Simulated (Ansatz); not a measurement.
Two isomers of C2H8BNSi: A = `C=CB(N)[SiH3]`, B = `B[SiH](C)N=C`.

Program: Ansatz. Geometries: PBE0-D4/def2-TZVP. ΔE: electronic, gas phase. CCSD(T)/CBS adds triple-zeta CCSD(T) − MP2 to the extrapolated MP2 energy (def2 sets, frozen cores). DFT in def2-TZVPP. B3LYP here is the variant with VWN-RPA as its local correlation; programs differ in this. Each species was taken in one conformer, which may not be the lowest.

Problem. Which is lower in electronic energy at CCSD(T)/CBS, and by how much? (An estimate is asked.)

Solution. Computed: A, by 143.6 kJ/mol.

Problem. Give E(B) − E(A) in kJ/mol with CCSD/def2-TZVPP, r2SCAN-D4, CCSD(T)/def2-TZVPP, PBE-D4, B3LYP, PBE0-D4, ωB97M-V. (Best estimate.)

Solution. Computed: CCSD/def2-TZVPP 139.4, r2SCAN-D4 146.5, CCSD(T)/def2-TZVPP 142.7, PBE-D4 152.4, B3LYP 143.4, PBE0-D4 149.9, ωB97M-V 142.6. None reverses the order clearly.

Largest T1 diagnostic: 0.013.

In def2-TZVPP, CCSD(T) changes the Hartree–Fock value by +20.8 kJ/mol (the triples alone add +3.2 kJ/mol) and MP2 by +21.2 kJ/mol.
